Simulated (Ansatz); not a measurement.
Gas-phase electronic energies from Ansatz, PBE0-D4/def2-TZVP geometries. CCSD(T)/CBS is the MP2 limit (def2-TZVPP, def2-QZVPP) plus CCSD(T) − MP2 in def2-TZVPP, frozen cores. This one scheme is used for every species. Functionals use def2-TZVPP. HSE06 is defined as in plane-wave codes. For Br outer-core shells are correlated without core-valence functions, which leaves a few kJ/mol of doubt a bond. Scalar relativity is left out up to krypton. One conformer a species, not always the lowest.

`[SiH3]N[SiH2]Br` + H₂ → `[SiH3]N[SiH3]` + HBr  (hydrogenolysis of the Si–Br bond)

Is it downhill or uphill in electronic energy at CCSD(T)/CBS, and by how much? (Best estimate.)

The calculation gave: Uphill: ΔE = +21.9 kcal/mol.

What do these levels give: CAM-B3LYP-D4, ωB97X-V, PBE-QIDH, r2SCAN, PBE0, HSE06, LC-ωPBE, CCSD(T)/def2-SVP, MP2/def2-TZVPP, CCSD(T)/def2-TZVPP, MP2/CBS(def2), CCSD/CBS(def2)? (Best estimate.)

Ansatz gave: CAM-B3LYP-D4 19.6, ωB97X-V 20.6, PBE-QIDH 21.4, r2SCAN 22.1, PBE0 20.2, HSE06 20.3, LC-ωPBE 19.4, CCSD(T)/def2-SVP 16.4, MP2/def2-TZVPP 22.7, CCSD(T)/def2-TZVPP 20.0, MP2/CBS(def2) 24.5, CCSD/CBS(def2) 21.0 kcal/mol.

What do rigid-rotor, harmonic-oscillator terms from PBE0-D4/def2-TZVP frequencies (298.15 K, 1 bar) make of the CCSD(T)/CBS value? (Estimate.)

The calculation gave: ΔZPE = +1.2 kcal/mol, ΔH = +22.5 kcal/mol, ΔS = 38 J/(mol·K), ΔG = +19.9 kcal/mol. Modes under 50 cm⁻¹ make the entropy rough.

Largest T1 diagnostic among the species: 0.010.

At CCSD(T), def2-SVP lies −5.5 kcal/mol from the extrapolated value and def2-TZVPP −1.8 kcal/mol. In def2-TZVPP, CCSD(T) changes the Hartree–Fock value by +2.5 kcal/mol (the triples alone add +0.9 kcal/mol) and MP2 by +5.2 kcal/mol.
